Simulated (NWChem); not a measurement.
# CH$_{4}$AlClO; SMILES [CH3][Al]([OH])[Cl]

```xyz
8

Al    -0.0663    -0.4075     0.0001
Cl     0.1130     1.7137     0.0000
C      1.5016    -1.5586     0.0000
H      1.2111    -2.6145     0.0039
H      2.1293    -1.3723     0.8793
H      2.1249    -1.3778    -0.8837
O     -1.6387    -1.0755     0.0000
H     -2.4250    -0.5150    -0.0002
```
Atoms are numbered in this order, from 1.

Results from NWChem. Pople sets run with spherical d functions. Coordinates come from a B3LYP/6-31G* (spherical d) optimisation. LC-ωPBE (HJS hole) with 6-31G*; x = 1 − exp(−ω/0.25 bohr⁻¹) is a scale chosen for this fit.

```csv
row,x,−ε(HOMO) (eV)
ω = 0.20,0.551,9.88
ω = 0.30,0.699,withheld
ω = 0.35,0.753,11.13
ω = 0.40,0.798,11.43
ω = 0.80,0.959,12.56
```

Task: Fit a straight line of the last column on the one before it, predict the withheld value, and compare with the run.

Result: 
1. Means of the 4 shown rows: x = 0.7653, y = 11.250. Slope Σ(x − x̄)(y − ȳ)/Σ(x − x̄)² = 0.5547/0.08466 = 6.552; intercept 6.236.
2. The shown rows scatter about the line by 0.037 (root mean square); the largest residual is +0.04, at ω = 0.80.
3. At x = 0.699 (ω = 0.30; inside the shown range) the line gives 10.82.
4. The run gives 10.78, -0.04 from the line, 1.1 times the scatter.
